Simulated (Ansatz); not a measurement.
Geometry optimisation, RKS PBE0/def2-SVP (Ansatz).

Input file:

```yaml
crystal:
  periodic: [false, false, false]
  atoms:
    - { symbol: Ga, position_ang: [0.226113, -0.611871, -0.252873] }
    - { symbol: Cl, position_ang: [-0.854753, 0.927249, 2.624056] }
    - { symbol: H, position_ang: [1.646846, 0.023264, -0.30503] }
    - { symbol: H, position_ang: [-1.038476, -0.317943, -1.117181] }
    - { symbol: "N", position_ang: [0.016415, -2.023535, 1.007473] }
    - { symbol: H, position_ang: [-0.879339, -2.505881, 0.957119] }
    - { symbol: Si, position_ang: [1.273257, -2.843722, 1.899993] }
    - { symbol: H, position_ang: [1.514623, -4.235988, 1.404825] }
    - { symbol: H, position_ang: [2.522079, -2.042197, 1.739014] }
    - { symbol: H, position_ang: [0.943162, -2.946717, 3.358066] }
    - { symbol: H, position_ang: [-0.623727, -0.371259, 2.398338] }
basis:
  gaussian: { orbitals: def2-SVP }
hamiltonian:
  xc: pbe0
relax:
  f_tol: 0.03
  max_steps: 50
```

Command:

```bash
$ ansatz run input.yaml --threads 4 --pin off --max-ram 5120MiB --backend cpu --events-out ev --progress --plain --runs-dir out
```

Where does it end, and by what steps?

It converged. After 20 steps the energy has fallen by 1.596 eV; Cl2 moved furthest, 1.31 Å. Parted: Cl2–H11 (1.34 → 2.69 Å). Joined: Ga1–Cl2 (3.44 → 2.22 Å), N5–H11 (2.25 → 1.03 Å).

```csv
step,energy less start (eV),largest force component (eV/Å),accepted
0,0.0000,0.987,yes
1,-0.0931,0.171,yes
2,-0.1213,0.681,yes
3,-0.1409,0.706,yes
4,-0.1891,0.893,yes
5,-0.2789,1.417,yes
6,-0.4567,1.877,yes
7,-0.9374,1.772,yes
8,-1.0237,4.807,yes
9,-1.4193,1.271,yes
10,-1.5011,0.790,yes
11,-1.4045,1.131,no
12,-1.5355,0.422,yes
13,-1.5543,0.081,yes
14,-1.5633,0.256,yes
15,-1.5726,0.233,yes
16,-1.5811,0.261,yes
17,-1.5881,0.190,yes
18,-1.5924,0.087,yes
19,-1.5950,0.040,yes
20,-1.5957,0.011,yes
```

```xyz
11
Properties=species:S:1:pos:R:3
Ga 0.078 -0.293 0.063
Cl -0.382 1.351 1.479
H 1.613 -0.437 -0.241
H -1.086 -0.592 -0.945
N -0.206 -1.796 1.565
H -0.994 -2.386 1.294
Si 1.282 -2.724 1.969
H 1.675 -3.454 0.735
H 2.302 -1.734 2.396
H 0.994 -3.691 3.068
H -0.529 -1.194 2.330
```

Whether the end is a true minimum wasn't checked by a vibrational analysis.

Run time: 42 s on 4 threads of Arm Neoverse V2, with other jobs on the host, peak memory 0.3 GiB.
